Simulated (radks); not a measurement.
Question: Coherent X-ray form factor from a spherical all-electron density. Calculated with a radial shooting solver on a logarithmic mesh with Libxc functionals: non-relativistic Kohn-Sham, LB94 model potential, spin-polarised, spherical densities, point nucleus.

sin(theta)/lambda (1/angstrom),f0 (electrons)
0.05,43.936
0.1,43.747
0.15,43.433
0.2,43.000
0.25,42.454
0.3,41.801
0.4,40.213
0.5,38.316
0.6,36.200
0.8,31.675
1,27.290
1.25,22.646
1.5,19.177
2,14.912

The species is in the configuration that NIST lists as its ground one. Which atom or ion scatters so?

Answer: The thallium ion Tl37+, [Kr] 4d8. Extrapolating in s^2 from the first two rows gives f0(0) = 44.0, near the electron count 44; among species with that count, the fall with angle is slower the higher Z, and the table is that of Z = 81; from so few rows the species is fixed only to a neighbour or two.
